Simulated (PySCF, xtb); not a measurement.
In(Me)2(NH3) (C₂H₉InN), SMILES [In](<-[NH3])([CH3])[CH3] (connectivity only; charge and spin as stated), neutral, multiplicity 2.

Harmonic wavenumbers (cm⁻¹) from GFN2-xTB run with xtb 6.7.1 at its own minimum, in rising order: 30, 63, 76, 83, 86, 96, 175, 225, 252, 303, 337, 426, 460, 472, 494, 1092, 1151, 1174, 1457, 1459, 1465, 1467, 1533, 1541, 2966, 2971, 2987, 2988, 2992, 2996, 3410, 3442, 3449.

Task: What does B3LYP-D3(BJ)/def2-SVP (PySCF) give at its own minimum? (Estimate from the structure and the level; the computed values follow.)

Result: 26, 66, 66, 86, 95, 113, 212, 404, 419, 420, 447, 592, 627, 648, 694, 1113, 1119, 1142, 1424, 1426, 1432, 1439, 1629, 1629, 3014, 3015, 3115, 3116, 3131, 3132, 3461, 3583, 3593. Paired by order, the mean absolute difference is 82 cm⁻¹ and the zero-point energies are 63.1 and 66.4 kcal/mol.
